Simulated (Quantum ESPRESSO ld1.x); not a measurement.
The numbers below are computed, except where a source is named.
Question: Species: Os61+. Configuration: [He] 2s2 2p5.75 3s2 3p3 4p0.25 (fractional occupations, a model configuration). Level of theory: Dirac Kohn-Sham, relativistic LDA (MacDonald-Vosko exchange, VWN5 correlation), spin-unpolarised, spherical densities, point nucleus; open shells are shared between the two j in proportion to 2j + 1 (ld1.x of Quantum ESPRESSO 7.5). Some entries of the table are withheld. Estimate them.

| orbital | occ. | eigenvalue (eV) | r(max) (bohr) |
|---|---|---|---|
| 1s1/2 | 2 | -78295.3 | 0.01108 |
| 2s1/2 | 2 | -17565.0 | 0.06346 |
| 2p1/2 | 1.91667 | -17099.4 | (1) |
| 2p3/2 | 3.83333 | -15546.7 | (2) |
| 3s1/2 | 2 | -7047.06 | 0.1704 |
| 3p1/2 | 1 | -6875.81 | 0.1580 |
| 3p3/2 | 2 | -6462.48 | 0.1702 |
| 3d3/2 | 0 | -6235.57 | 0.1298 |
| 3d5/2 | 0 | -6137.36 | 0.1331 |
| 4s1/2 | 0 | -3743.31 | 0.3383 |
| 4p1/2 | 0.0833333 | -3669.59 | 0.3288 |
| 4p3/2 | 0.166667 | -3506.50 | 0.3463 |
| 4f5/2 | 0 | -3299.41 | 0.2475 |
| 4f7/2 | 0 | -3283.07 | 0.2496 |
| 5p1/2 | 0 | (3) | 0.5613 |
| 5p3/2 | 0 | (4) | 0.5840 |

Answer: 
(1) 2p1/2 r(max) (bohr): 0.04693
(2) 2p3/2 r(max) (bohr): 0.05381
(3) 5p1/2 eigenvalue (eV): -2277.28
(4) 5p3/2 eigenvalue (eV): -2196.86
